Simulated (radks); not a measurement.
Question: The mean radii <r> (bohr) of the occupied orbitals of an atom or ion are listed with their occupations. Calculated with a radial shooting solver on a logarithmic mesh with Libxc functionals: scalar-relativistic Kohn-Sham, PBE, spin-polarised, spherical densities, finite nucleus; Fermi nuclear charge, rms radius of each element as measured or else 0.836 A^(1/3) + 0.57 fm.

orbital  occ.      <r>
1s up       1  0.01606
1s down     1  0.01606
2s up       1  0.06762
2s down     1  0.06762
2p up       3  0.06144
2p down     3  0.06144
3s up       1   0.1746
3s down     1   0.1746
3p up       3   0.1765
3p down     3   0.1764
3d up       5   0.1600
3d down     5   0.1599
4s up       1   0.3834
4s down     1   0.3835
4p up       3   0.4085
4p down     3   0.4086
4d up       5   0.4284
4d down     5   0.4286
5s up       1   0.8422
5s down     1   0.8431
4f up       7   0.4462
4f down     6   0.4468
5p up       3   0.9582
5p down     3   0.9588
5d up       5    1.242
5d down     5    1.235
6s up       1    2.155
6s down     1    2.138
6p up       2    2.799

Name the element and its charge. Open shells, if any, are filled with parallel spins first.

Answer: Z = 82, lead, charge +1: Pb+ in [Xe] 4f13 5d10 6s2 6p2. The 1s radius gives Z: for a bare nucleus <r> = (2 gamma + 1)/(2Z) with gamma = sqrt(1 - (Z/c)^2), 0.01587 bohr for Z = 82, and screening makes it slightly larger (0.01606 here). The occupations add up to 81, and the charge is Z minus that.
